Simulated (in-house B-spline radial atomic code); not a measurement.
## HSE06 excitations of Ge III (Ge2+)

Method: HSE06. Computed with a B-spline radial code for spherical atoms: linear response of the closed shell [Ar] 3d10 4s2 with the functional's adiabatic kernel; scalar-relativistic (spin-free one-electron X2C), finite nucleus, no spin-orbit coupling, no double excitations, S, P, D and F terms only; shells from n = 2 respond. Only terms of natural parity with L up to 3 were computed.

Command:
```bash
python run_td.py task.json out
```
Settings (radii: box in bohr, nucleus in fm):
```
Z                        32
electrons                30
configuration            [Ar] 3d10 4s2
hamiltonian              x2c
method                   hse06
box_radius               29.48
rms_radius               4.0742
intervals                73
```

Cost of the run: 2.9 s on 1 thread of Arm Neoverse N1 (shared host).

The lowest states, in the order of their Tamm-Dancoff energies; the method's threshold (minus the highest occupied level) is 29.986 eV. Labels give the largest channel, * marks a mixed state, and oscillator strengths are full-response dipole values. Semilocal kernels can invert the small singlet-triplet splittings of Rydberg terms. Energies in eV:

```csv
state,full response,Tamm-Dancoff,oscillator strength
4s → 4p 3P,7.707,7.883,-
4s → 4p 1P,11.423,11.882,1.65
4s → 5s 3S,19.324,19.330,-
4s → 4d 3D,19.611,19.634,-
4s → 5s 1S,?,?,-
4s → 4d 1D,?,?,-
4s → 5p 3P,22.009,22.017,-
4s → 5p 1P,22.368,22.417,0.00243
4s → 6s 3S,25.147,25.148,-
4s → 6s 1S,25.301,25.307,-
```

(1) Where does 4s → 4d 1D lie?

(2) Where does 4s → 5s 1S lie?

(3) How large is the singlet-triplet splitting of 4s → 4p (P terms) in Tamm-Dancoff?

(4) What polarisabilities and dispersion coefficient does the method give?

## Answers

(1) At 20.262 eV in full response, 20.273 eV in Tamm-Dancoff.

(2) At 19.992 eV in full response, 20.016 eV in Tamm-Dancoff.

(3) 4 eV, from the unrounded values.

(4) Dipole 10.53 bohr³, quadrupole 30.27 bohr⁵, C6 41.25 hartree·bohr⁶ for two such species.
